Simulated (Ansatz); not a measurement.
The cluster Zr₂Se₄. Charge 0, multiplicity 1. Geometry PBE-D4/def2-SVP, basis def2-TZVP, Ansatz.

Cartesian coordinates in Å:
```
Zr -1.5297 0.4815 0.7075
Zr 1.4947 -0.4674 -0.6872
Se -1.5304 1.8986 2.5874
Se 1.6412 -1.8786 -2.5658
Se -0.0887 1.4801 -1.1495
Se 0.0128 -1.5142 1.1077
```

```tsv
run	HOMO (eV)	LUMO (eV)
A	-5.45	-3.89
B	-5.56	-3.97
C	-6.55	-3.36
D	-5.86	-3.98
E	-5.64	-4.07
```

In the def2 sets Zr takes a core potential; there is no spin–orbit coupling. Another isomer (singlet) lies 0.26 eV lower at PBE0-D4/def2-TZVP; other spin states weren't run for this one.

The runs used BLYP, PBE, PBE0, r2SCAN, revPBE. Estimate which is which.

A BLYP (0 % exact exchange); B revPBE (0 % exact exchange); C PBE0 (25 % exact exchange); D r2SCAN (0 % exact exchange); E PBE (0 % exact exchange). Exact exchange lowers occupied and raises empty levels; among semilocal functionals meta-GGAs tend to open the gap a little, and such runs are hard to tell apart. The gap grows from 1.56 eV (BLYP) to 3.19 eV (PBE0).
